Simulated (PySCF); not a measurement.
Sulfur: a sound run and one with changed settings

Sound run: S²⁺ [Ne] 3s2 3p2, S³⁺ [Ne] 3s2 3p1. Calculation: PySCF 2.14, in cc-pV(D+d)Z (4s3p2d, 23 functions); no relativity, point nucleus. In the sound run the correlated levels freeze [Ne]. The sound run starts from symmetry-adapted Hartree-Fock orbitals and uses a fine grid where one is needed.

A second run was set up differently.

```csv
species,method,sound run (hartree),changed run (hartree),converged
S²⁺,UHF,-396.32304,-396.32304,yes
S²⁺,PBE,-396.69212,-396.69212,yes
S²⁺,PBE0,-396.72699,-396.72699,yes
S²⁺,MP2,-396.37712,-396.34244,yes
S²⁺,CCSD(T),-396.40124,-396.40124,yes
S³⁺,UHF,-395.06882,-395.06882,yes
S³⁺,PBE,-395.41173,-395.41173,yes
S³⁺,PBE0,-395.44555,-395.44555,yes
S³⁺,MP2,-395.11098,-395.08369,yes
S³⁺,CCSD(T),-395.13346,-395.13346,yes
```

Ionisation energy of S²⁺:

```tsv
method	sound run (eV)	changed run (eV)
UHF	34.129	34.129
PBE	34.841	34.841
PBE0	34.870	34.870
MP2	34.454	34.252
SCS-MP2	34.373	34.222
CCSD	34.489	34.489
CCSD(T)	34.498	34.498
```

Q: What was changed?
A. too few SCF iterations
B. radial grid too coarse
C. level shift left on
D. basis contracted for another Hamiltonian

A: C. It used initial guess minao, at most 50 SCF cycles, level shift 2.0 hartree. A level shift leaves the converged SCF energy unchanged but raises the virtual orbital energies, which shrinks MP2 if it is not removed.
